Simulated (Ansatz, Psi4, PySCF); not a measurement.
System: carbon atom, C, charge 0, multiplicity 3.

Quantity: electron affinity to the quartet, in eV. Conventions: 6-311+G** with 5d; non-relativistic; valence correlation only; 6-31G* and kin with 6d, 5d where marked; each state is the SCF solution reached for its charge and spin; UHF or UKS for open shells; no spin-orbit coupling. CBS(X,Y): correlation extrapolated as X^-3; Hartree-Fock from the larger set. Sets without +, aug- or the D of def2-TZVPD hold no diffuse functions, which anions need.

Measured values: pymatgen's periodic table; they hold spin-orbit and core effects. 

Value to compare with, the measured value: 1.26 eV.

```json
[
 {"level": "HF/6-31G*", "program": "Ansatz", "electron affinity to the quartet (eV)": "-0.53", "error": "-1.79"},
 {"level": "HF/6-311+G**", "program": "Ansatz", "electron affinity to the quartet (eV)": "0.48", "error": "-0.78"},
 {"level": "PBE/6-31G*", "program": "Ansatz", "electron affinity to the quartet (eV)": "0.07", "error": "-1.19"},
 {"level": "PBE/6-311+G**", "program": "Ansatz", "electron affinity to the quartet (eV)": "1.56", "error": "0.30"},
 {"level": "B3LYP/STO-3G", "program": "Ansatz", "electron affinity to the quartet (eV)": "-5.95", "error": "-7.21"},
 {"level": "B3LYP/3-21G", "program": "Ansatz", "electron affinity to the quartet (eV)": "-0.29", "error": "-1.55"},
 {"level": "B3LYP/6-31G*", "program": "Ansatz", "electron affinity to the quartet (eV)": "-0.05", "error": "-1.31"},
 {"level": "B3LYP/6-311+G**", "program": "Ansatz", "electron affinity to the quartet (eV)": "1.36", "error": "0.10"},
 {"level": "M06-2X/6-31G* (5d)", "program": "PySCF", "electron affinity to the quartet (eV)": "-0.05", "error": "-1.31"},
 {"level": "wB97X-D/6-31G*", "program": "Psi4", "electron affinity to the quartet (eV)": "0.06", "error": "-1.20"},
 {"level": "MP2/6-31G*", "program": "Ansatz", "electron affinity to the quartet (eV)": "-0.23", "error": "-1.49"},
 {"level": "MP2/6-311+G**", "program": "Ansatz", "electron affinity to the quartet (eV)": "1.05", "error": "-0.21"},
 {"level": "wB97X-V/def2-TZVPD", "program": "Ansatz", "electron affinity to the quartet (eV)": "0.94", "error": "-0.32"},
 {"level": "CCSD(T)/CBS(aug-cc-pVTZ,aug-cc-pVQZ)", "program": "Ansatz", "electron affinity to the quartet (eV)": "1.25", "error": "-0.01"}
]
```

Among the 12 habitual levels, B3LYP/STO-3G lies farthest from the measured value (-7.21 eV) and B3LYP/6-311+G** nearest (0.10); 2 of 12 lie above it, and their mean absolute error is 1.54 eV, the median 1.25. One case shows no general order.

The levels are drawn from those run, B3LYP/6-31G* more often than the rest, none by its result; runs whose electronic state is in doubt are left out.

Ansatz is a program for electronic structure.
